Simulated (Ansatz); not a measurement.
CH₄F₂InN, SMILES `C[NH][In]([F])[F]`. The species carries charge 0 and has multiplicity 1. In: def2 effective core potential.

```xyz
9

C    -0.572   -1.093   -0.632
N     0.589   -0.365   -0.150
In    0.465    1.358    0.837
F    -1.139    1.898    1.782
F     1.943    2.561    1.173
H    -1.397   -0.998    0.076
H    -0.936   -0.759   -1.611
H    -0.336   -2.160   -0.708
H     1.384   -0.442   -0.767
```

(1) What are the harmonic wavenumbers in cm⁻¹ at PBE0-D4/def2-TZVP (Ansatz, finite differences of forces, unscaled)? (Estimate.)

(2) Is this a minimum?

(3) Give the ideal-gas thermochemistry at 298.15 K and 1 bar (rigid rotor, harmonic oscillator; point group C1, symmetry number 1).

(4) And at 400, 500, 600, 800 and 1000 K?

(5) Rotational constants (cm⁻¹)?

Results:

(1) Computed: 63, 91, 129, 138, 149, 246, 449, 590, 603, 623, 1090, 1117, 1133, 1381, 1458, 1485, 1511, 3014, 3069, 3121, 3605.

(2) Yes, all 21 modes are real.

(3) Zero-point energy 149.9 kJ/mol; H(298) − E = 172.6 kJ/mol; entropy 375.0 J/(mol·K), of which translation 173.8, rotation 115.0, vibration 86.3; G(298) − E = 60.8 kJ/mol. Modes under 100 cm⁻¹ are hindered rotations or soft bends, so the harmonic entropy is rough.

(4) 
| T (K) | H − E (kJ/mol) | S (J/mol/K) | G − E (kJ/mol) |
| --- | --- | --- | --- |
| 400 | 184.0 | 407.7 | 20.9 |
| 500 | 196.4 | 435.4 | -21.3 |
| 600 | 209.9 | 459.9 | -66.1 |
| 800 | 239.4 | 502.2 | -162.4 |
| 1000 | 271.4 | 537.9 | -266.5 |

(5) 0.1627, 0.06891, 0.04904.
